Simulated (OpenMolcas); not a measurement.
What dynamic correlation does to the levels of Ta II

```json
{"Program": "OpenMolcas 26.06", "Basis": "ANO-RCC-VQZP [9s8p6d4f3g2h]", "Scalar Hamiltonian": "DKH2, point nucleus", "Active space": "4 electrons in 11 orbitals (5d 6s 6d)", "State averaging": "2S+1 = 5 even, 15 roots; 2S+1 = 3 even, 45 roots kept (CI in the orbitals of an earlier block); 2S+1 = 1 even, 14 roots kept (CI in the orbitals of an earlier block)", "Spin-orbit coupling": "state interaction with AMFI integrals over the reference wave functions, term energies averaged over their components"}
```

Methods on the same reference wave functions:
A. CASSCF
B. SS-CASPT2, IPEA 0.25 Eh, imaginary shift 0.1 Eh (closed shells correlated: 5s 5p)
C. MS-CASPT2, IPEA 0.25 Eh, imaginary shift 0.1 Eh (closed shells correlated: 5s 5p)

Energies in cm-1 above 5d3 6s 5F1, the measured ground level; measured values from NIST Handbook of Basic Atomic Spectroscopic Data.

| Level | A | B | C | Measured |
| --- | --- | --- | --- | --- |
| 5d3 6s 5F1 | 0.0 | 0.0 | 0.0 | 0.0 |
| 5d3 6s 5F2 | 1130 | 1109 | 1069 | 1031 |
| 5d3 6s 5F3 | 2809 | 2850 | 2830 | 2642 |
| 5d3 6s 5F4 | 4797 | 4850 | 4830 | 4416 |
| 5d3 6s 3P0(1) | 5891 | 4110 | 4450 |  |
| 5d3 6s 5F5 | 6811 | 6740 | 6740 | 6187 |
| 5d3 6s 3P1(1) | 6929 | 5170 | 5200 |  |
| 5d2 6s2 3F2 [63 %] | 8650 | 4480 | 3630 | 3180 |
| 5d2 6s2 3F3 | 11112 | 7600 | 7210 | 6831 |
| 5d3 6s 5P1 | 12521 | 11120 | 11260 |  |
| 5d2 6s2 3F4 [67 %] | 13718 | 10400 | 10550 | 9746 |
| 5d4 5D0 | 13831 | 14030 | 13820 |  |
| 5d4 5D1 | 14260 | 14350 | 14220 |  |
| 5d3 6s 5P3 | 14685 | 13250 | 13240 |  |
| 5d4 5D3 | 16136 | 16560 | 16590 |  |
| 5d3 6s 1G4 [60 %] | 17499 | 13880 | 13750 |  |
| 5d3 6s 3G5 [56 %] | 17576 | 15370 | 15370 |  |

Deviations, from unrounded energies. A percentage is the sum of absolute deviations over the sum of measured energies, with the sign that they share, or ± where signs differ.

```json
{"Against measurement": "mean absolute deviation (cm-1)", "Levels": "7", "A": "2100", "B": "570", "C": "400"}
{"Against measurement": "fine structure of the ground term (%)", "Levels": "4", "A": "+8.9", "B": "+8.9", "C": "+8.4"}
{"Against measurement": "other configurations (%)", "Levels": "3", "A": "+69.5", "B": "+13.8", "C": "+8.3"}
```

C lies closest to measurement on these levels and A furthest from it. The largest miss of C in the table is 5d2 6s2 3F4 [67 %], by +800 cm-1. The ranking rests on the paired levels alone, and a cruder setting can come out closer through cancelling errors.

Between B and C the level of the table that moves most is 5d2 6s2 3F2 [63 %], by 850 cm-1 (lowest in C, highest in B). Moves below CASPT2's spread within the term are not significant.

The mean deviations of B to C differ by less than CASPT2's widest spread within a term (710 cm-1), so their order carries little weight.

From A to B the spin-free energies of the other terms of 5d3 6s shown, above 5F, scale by factors of 0.59 to 0.83.

The lowest spin-free term lies below A's lowest term by 0.297 hartree in B, 0.297 hartree in C.

CASPT2 breaks the degeneracy within a term, and the mean is taken; among the terms shown or strongly mixed into the levels shown the widest spread is 710 cm-1 (5d3 6s 3H, C). Terms from blocks run as CI alone lack orbitals of their own. Active for correlation alone: 6d; no level in the range computed is led by a configuration that fills it, so any true level of that kind is missing. The CASPT2 spread within a term exceeds the gap to the next term for 5d3 6s 3G and 5d3 6s 1G, so the order of their levels is uncertain, and so are names and mixing where such terms share a J (figures for B; the like holds for C). Without dynamic correlation excited terms often stand tens of per cent too high (terms of higher spin than the ground term too low), and those without a measured partner can miss by more than the paired ones (holds for A). Computed and measured levels are paired by configuration, term and J; levels that our copy of the source lacks, or whose pairing is in doubt (as where it misses far off the trend of its configuration), stay unpaired and out of the deviations. Levels of configurations outside the active space are missing. The table leaves out levels that lie high or whose names do not pair safely across all columns.

A share in square brackets marks a mixed level and gives the weight of the term that names it, the lowest over the columns. A number in round brackets counts repeated terms of one configuration in the order of the reference energies.
